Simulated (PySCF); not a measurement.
## As: excitation energy

As [Ar] 3d10 4s2 4p3 (4S) → As [Ar] 3d10 4s1 4p3 4d1 (6D), as a difference of total energies. Calculation: PySCF 2.14, in dyall-av3z; scalar relativity by spin-free X2C-1e. Correlated levels: valence: [Ar] 3d10 frozen; virtual orbitals above 40 to 60 times the deepest correlated orbital energy dropped. The calculations carry no spin-orbit coupling.

```json
{"method": "UHF", "excitation energy (eV)": "13.030"}
{"method": "LDA", "excitation energy (eV)": "15.677"}
{"method": "PBE", "excitation energy (eV)": "15.318"}
{"method": "PBE0", "excitation energy (eV)": "15.040"}
{"method": "r2SCAN", "excitation energy (eV)": "14.895"}
{"method": "MP2 (valence)", "excitation energy (eV)": "14.314"}
{"method": "SCS-MP2 (valence)", "excitation energy (eV)": "14.707"}
```

**Question.** How much does correlation contribute at MP2 (valence)?

**Answer.** 14.314 − (13.030) = 1.284 eV, measured against UHF.

The upper state lies above the first ionisation limit, but in LS coupling its spin forbids autoionisation to the ground ion.

The promoted electron is Rydberg-like, and one or two diffuse shells describe it only roughly, which tends to raise the upper state.

In the upper state the promoted electron has a positive orbital energy at LDA, PBE, r2SCAN, so the basis confines it.
